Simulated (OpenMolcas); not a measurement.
# What dynamic correlation does to the levels of Sb3+

```yaml
Program: OpenMolcas 26.06
Basis: ANO-RCC-VTZP [7s6p4d2f1g]
Scalar_Hamiltonian: DKH2, point nucleus
Active_space: 2 electrons in 4 orbitals (5s 5p)
State_averaging: 2S+1 = 3 even, 3 roots; 2S+1 = 1 even, 7 roots; 2S+1 = 3 odd, 3 roots; 2S+1 = 1 odd, 3 roots
Spin-orbit_coupling: state interaction with AMFI integrals over the reference wave functions, term energies averaged over their components
```

Methods on the same reference wave functions:
A. CASSCF
B. SS-CASPT2, IPEA 0.25 Eh, imaginary shift 0.1 Eh (closed shells correlated: 4d)
C. MS-CASPT2, IPEA 0.25 Eh, imaginary shift 0.1 Eh (closed shells correlated: 4d)
D. XMS-CASPT2, IPEA 0.25 Eh, imaginary shift 0.1 Eh (closed shells correlated: 4d)

Energies in cm⁻¹ above 5s² ¹S₀, the measured ground level; measured values from Moore, Atomic Energy Levels, vol. III, NSRDS-NBS 35 (1971 reprint of NBS Circular 467, 1958).

```csv
Level,A,B,C,D,Measured
5s² ¹S₀,0.0,0.0,0.0,0.0,0.0
5s 5p ³P°₀,60094,64670,65250,66340,
5s 5p ³P°₁,62284,66760,67330,68420,66700
5s 5p ³P°₂,67352,71930,72510,73600,72560
5s 5p ¹P°₁,102823,94750,95330,95820,95952
5p² ³P₀,150084,153100,153670,154630,152076
5p² ³P₁,153490,156880,157450,158480,156388
5p² ¹S₀,189030,182820,183970,183770,
```

Deviations, from unrounded energies. A percentage is the sum of absolute deviations over the sum of measured energies, with the sign that they share, or ± where signs differ.

```tsv
Against measurement	Levels	A	B	C	D
mean absolute deviation (cm-1)	5	4300	680	790	1500
other configurations (%)	5	±3.9	±0.6	±0.7	±1.4
```

B lies closest to measurement on these levels and A furthest from it. The largest miss of B in the table is 5s 5p ¹P°₁, by -1200 cm-1. The ranking rests on the paired levels alone, and a cruder setting can come out closer through cancelling errors.

Among B to D the level of the table that moves most is 5s 5p ³P°₀, by 1700 cm-1 (lowest in B, highest in D). Moves below CASPT2's spread within the term are not significant.

The lowest spin-free term lies below A's lowest term by 0.415 hartree in B, 0.418 hartree in C, 0.424 hartree in D.

CASPT2 does not keep the components of a term degenerate, so their means are used; among the terms shown or strongly mixed into the levels shown the widest spread is 170 cm-1 (5s 5p ¹P°, D). Over all roots computed the reference weight is 0.89 to 0.95 in B, 0.89 to 0.95 in C, 0.80 to 0.95 in D; the roots of lowest weight are the least certain, and an intruder state may touch them. The ¹D term of p² mixes with s d, which this space lacks. Computed and measured levels are paired by configuration, term and J; levels that our copy of the source lacks, or whose pairing is in doubt (as where it misses far off the trend of its configuration), stay unpaired and out of the deviations. Levels of configurations outside the active space are missing. The table leaves out levels that lie high or whose names do not pair safely across all columns.

° marks odd parity.
